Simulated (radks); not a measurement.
Task: The indium ion In+, 48 electrons, occupied as [Kr] 4d10 5s2. All-electron calculation, scalar-relativistic Kohn-Sham, PBEsol, spin-polarised, spherical densities, finite nucleus; Fermi nuclear charge, rms radius 4.6156 fm. Program: a radial shooting solver on a logarithmic mesh with Libxc functionals. Some entries of the table are withheld. Estimate them.

orbital,occ.,eigenvalue (eV),<r> (bohr),<1/r> (bohr^-1)
1s,2,-27745.41,0.02973,51.83
2s,2,-4160.973,(1),(2)
2p,6,-3736.287,0.1122,11.38
3s,2,-795.3954,0.3488,4.179
3p,6,-656.3175,0.3473,3.980
3d,10,-440.1856,(3),3.753
4s,2,-126.9952,0.8480,1.634
4p,6,-85.5199,(4),1.477
4d,10,-26.0735,1.179,1.139
5s,2,-14.9843,2.470,0.5190

Result: 
(1) 2s <r> (bohr): 0.1286
(2) 2s <1/r> (bohr^-1): 11.81
(3) 3d <r> (bohr): 0.3245
(4) 4p <r> (bohr): 0.9219
